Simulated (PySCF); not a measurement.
How good is the calculation?

Geometry (Å), atoms numbered from 1 in this order:
```xyz
16

C    -2.504    0.816    0.388
C    -1.739   -0.413   -0.005
O    -2.259   -1.473   -0.269
C    -0.255   -0.244   -0.051
C     0.556   -1.320   -0.406
C     1.928   -1.134   -0.442
C     2.437    0.115   -0.124
C     1.542    1.124    0.216
N     0.237    0.955    0.253
H    -3.570    0.610    0.399
H    -2.172    1.146    1.369
H    -2.281    1.615   -0.315
H     0.098   -2.267   -0.644
H     2.587   -1.946   -0.712
H     3.498    0.307   -0.139
H     1.890    2.117    0.471
```

Published estimates (parent shift plus substituent increments) and measurements: δ ¹³C C4 153.6; C8 149.0; C6 136.8; C7 127.1; C5 121.6; δ ¹H H16 8.69; H13 8.05; H14 7.84; H15 7.49 ppm (estimated from measurements, as parent shift plus tabulated substituent increment; solution, not stated per compound (mostly CDCl3 or CCl4); Pretsch, Buehlmann, Badertscher, Structure Determination of Organic Compounds, 4th ed. (2009)).

Level of theory: GIAO PBE0/pcSseg-1 shieldings, structure optimised with GFN2-xTB, in PySCF 2.14.0 with density-fitted response routines (a single conformation, averaged over atoms made equivalent by symmetry, fast rotation or ring inversion, gas phase, non-relativistic).

Problem. How close does the calculation come?

Solution. 
Reference values: estimated from measurements, as parent shift plus tabulated substituent increment (solution, not stated per compound (mostly CDCl3 or CCl4); Pretsch, Buehlmann, Badertscher, Structure Determination of Organic Compounds, 4th ed. (2009)).
```tsv
atoms	quantity	reference	computed	computed, scaled
C4	δ ¹³C	153.6	157.3	151.1
C8	δ ¹³C	149.0	154.2	148.1
C6	δ ¹³C	136.8	142.8	137.0
C7	δ ¹³C	127.1	132.5	126.9
C5	δ ¹³C	121.6	127.8	122.4
H16	δ ¹H	8.69	8.98	8.56
H13	δ ¹H	8.05	8.46	8.07
H14	δ ¹H	7.84	8.14	7.77
H15	δ ¹H	7.49	7.57	7.24
```

Computed shifts are σ(ref) − σ with the named reference compound (TMS for H and C) calculated as an isolated molecule at the same level. The measured values may be among those fitted. Empirical linear scaling, fitted to shifts measured mostly in CDCl3 for H and C (δ vs TMS): ¹³C: δ = 179.97 − 0.974σ (rms 2.1 ppm, 958 shifts, 2.3 ppm with the 13 outliers that the fit left out); ¹H: δ = 30.01 − 0.943σ (rms 0.17 ppm, 504 shifts, 0.18 ppm with the 4 outliers that the fit left out). Occasional misses reach two or three times the rms, and more in compound classes unlike the fitted ones.

Problem. How far are the unscaled ¹³C shifts from the references?

Solution. Mean signed difference +5.30 ppm, mean absolute 5.30 ppm over 5 comparisons; the largest is +6.2 ppm at C5 (aromatic CH).

Problem. How far are the unscaled ¹H shifts from the references?

Solution. Mean signed difference +0.27 ppm, mean absolute 0.27 ppm over 4 comparisons; the largest is +0.41 ppm at H13 (hydrogen on an aromatic CH).
